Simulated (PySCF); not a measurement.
**Unknown compound**

Molecular formula: C$_{6}$H$_{6}$F$_{2}$. Simulated spectra:

¹H NMR (600 MHz, computed): δ 5.42 (m, 1H), 3.32 (m, 1H), 2.87 (m, 1H), 2.13 (m, 1H), 1.58 (m, 1H), 0.17 (m, 1H).

¹³C{¹H} NMR (computed): δ 171.3 (C), 114.5 (CH), 81.5 (C), 41.5 (CH2), 26.6 (CH), 25.3 (CH2).

Isolated molecule, non-relativistic Hamiltonian, one computed conformer. Shieldings: GIAO PBE0/pcSseg-1; GFN2-xTB structure; PySCF 2.14.

Referencing at the same level of theory: TMS for ¹H and ¹³C.

**Question.** Which of these isomers gave the spectra?
A. FC1=C[C@@H]2C[C@]2(F)C1
B. FC1=C(F)CC=CC1
C. C[C@@H]1C(F)=C/C1=C\F

**Answer.** A. 

Rings plus π bonds: 3 (2 rings in the answer). 6 carbon signals for 6 carbons: no two carbons are equivalent. Carbon types of the structure: 2 × C, 2 × CH, 2 × CH2, which accounts for all hydrogens. δC 171.3: fully substituted alkene carbon. δC 114.5: alkene CH; an sp2 carbon of a C=C bond. δC 81.5, 26.6, 25.3: three-membered-ring carbon. δC 41.5: allylic sp3 CH2; aliphatic region, no heteroatom directly attached. δH 5.42: hydrogen on an alkene CH; attached to an sp2 carbon and in the plane of the double bond.

The others: C[C@@H]1C(F)=C/C1=C\F would give 4 signals for carbon-bound and other non-exchanging H, not 6; FC1=C(F)CC=CC1 would give 3 carbon signals, not 6.

Splittings by ¹⁹F in the carbon and heteronuclear signals aren't shown, as no couplings were computed. Shifts are as computed. Against solution values, carbons near 30 ppm lie about +3 ppm off and those near 130 ppm about +5 ppm. Of 1309 compounds with measured shifts, 239 miss one by over three times the rms of a fit or turn the order of signals round; such compounds aren't used in these exercises. Multiplicities follow the n + 1 count of equivalent neighbours, as no J values were calculated; m marks all less simple cases, F and P coupling included.
